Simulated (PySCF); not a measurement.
Compound: p-chlorotoluene, C7H7Cl.
Z-matrix (Å and degrees, PBE0-D3(BJ)/def2-SVP geometry), rows numbered from 1:
```
C 
C   1  1.5009
C   2  1.3998  1  121.09
C   3  1.3922  2  121.56  1   178.56
C   4  1.3933  3  119.30  2     0.09
Cl  5  1.7340  4  119.76  3   179.81
C   5  1.3933  4  120.48  3     0.05
C   7  1.3922  5  119.33  4    -0.05
H   1  1.0996  2  111.52  3    30.10
H   1  1.1030  2  110.96  3   -89.40
H   1  1.0996  2  111.53  3   151.09
H   3  1.0935  2  119.45  1    -1.59
H   4  1.0913  3  120.96  2   179.86
H   7  1.0912  5  119.72  4   179.70
H   8  1.0935  2  119.47  1     1.60
```

The closed-shell ground state was solved at several levels (PySCF, density fitting, gas phase, non-relativistic).

```tsv
level	basis functions	HOMO (eV)	LUMO (eV)	gap (eV)	dipole (D)
PBE0/def2-SVPD	223	-6.92	-0.60	6.32	2.27
wB97X-D/pcSseg-1	178	-8.67	1.19	9.86	2.34
B3LYP/def2-TZVP	296	-6.63	-0.73	5.90	2.10
B3LYP/6-31G*	130	-6.41	-0.25	6.16	2.21
```

Problem. What might PBE0/pcSseg-1 (178 basis functions) give for the same quantities?

Solution. HOMO -6.92 eV, LUMO -0.53 eV, gap 6.39 eV, dipole 2.26 D.

Problem. Over all these levels, which gives the widest orbital gap and which the narrowest?

Solution. wB97X-D/pcSseg-1 (range-separated hybrid) has the widest, 9.86 eV, and B3LYP/def2-TZVP (global hybrid, 20 % exact exchange) the narrowest, 5.90 eV. Functional and basis both differ between the two, so the spread mixes both effects.

Problem. How far do the dipole and the HOMO energy spread over the levels?

Solution. The dipole runs from 2.10 to 2.34 D (mean 2.24 D) and the HOMO from -8.67 to -6.41 eV.
